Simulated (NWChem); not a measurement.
# C3H5, doublet; SMILES [CH]=CC

Program: NWChem. Spin-unrestricted. Spin-contaminated determinants: UHF/3-21G (<S²> = 1.03). No stability test was run on the SCF state. Each level has its own optimisation; frequencies are unscaled. Brackets give each atom's bonded neighbours.

```json
[
 {"level": "B3LYP/3-21G", "r C–C [C(CCH)–C(CH)] (Å)": "1.311", "r C–H [C(CH)–H(C)] (Å)": "1.081", "r C–C [C(CCH)–C(CHHH)] (Å)": "1.519", "r C–H [C(CCH)–H(C)] (Å)": "1.097", "highest harmonic frequency (cm⁻¹)": "3252", "lowest (cm⁻¹)": "193", "zero-point energy (kcal/mol)": "41.7", "dipole (D)": "0.70"},
 {"level": "UHF/3-21G", "r C–C [C(CCH)–C(CH)] (Å)": "1.329", "r C–H [C(CH)–H(C)] (Å)": "1.069", "r C–C [C(CCH)–C(CHHH)] (Å)": "1.515", "r C–H [C(CCH)–H(C)] (Å)": "1.080", "highest harmonic frequency (cm⁻¹)": "3411", "lowest (cm⁻¹)": "170", "zero-point energy (kcal/mol)": "43.9", "dipole (D)": "0.60"},
 {"level": "PBE0/def2-SVP", "r C–C [C(CCH)–C(CH)] (Å)": "1.315", "r C–H [C(CH)–H(C)] (Å)": "1.090", "r C–C [C(CCH)–C(CHHH)] (Å)": "1.498", "r C–H [C(CCH)–H(C)] (Å)": "1.106", "highest harmonic frequency (cm⁻¹)": "3278", "lowest (cm⁻¹)": "197", "zero-point energy (kcal/mol)": "41.3", "dipole (D)": "0.74"}
]
```
